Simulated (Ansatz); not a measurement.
Stepwise reaction of `O[SiH2]N[SiH](O)F` with hydrogen fluoride, as a gas-phase model of exchange steps in deposition or etching. ΔE in kJ/mol.

Gas-phase electronic energies from Ansatz, PBE0-D4/def2-TZVP geometries. CCSD(T)/CBS adds triple-zeta CCSD(T) − MP2 to the extrapolated MP2 energy (def2 sets, frozen cores). This one scheme is used for every species. DFT in def2-TZVPP. B3LYP here is the variant with VWN-RPA as its local correlation; programs differ in this. Each species was taken in one conformer, which may not be the lowest.

```json
{"step": "1", "reaction": "`O[SiH2]N[SiH](O)F` + H–F → `O[SiH](F)N[SiH2]F` + H₂O", "PBE-D4": "-41.4", "B3LYP-D4": "-43.5", "ωB97M-V": "-43.8", "CCSD(T)/CBS": "-44.1"}
```

Question: Give the row of step 2, `O[SiH](F)N[SiH2]F` + H–F → `F[SiH2]N[SiH](F)F` + H₂O. (Estimate.)

Answer: Computed: 
```json
{"step": "2", "reaction": "`O[SiH](F)N[SiH2]F` + H–F → `F[SiH2]N[SiH](F)F` + H₂O", "PBE-D4": "-40.3", "B3LYP-D4": "-42.8", "ωB97M-V": "-42.5", "CCSD(T)/CBS": "-41.7"}
```

Question: By hand: ΔE of the 2 steps together at CCSD(T)/CBS.

Answer: (-44.1) + (-41.7) = -85.8 kJ/mol, or -42.9 kJ/mol a step.

In ΔE the steps differ by no more than 2.4 kJ/mol. All are downhill at CCSD(T)/CBS. PBE-D4 differs from CCSD(T)/CBS by 1.4 to 2.7 kJ/mol a step. Isolated molecules leave out the surface, adducts and barriers. Largest T1 diagnostic: 0.012.
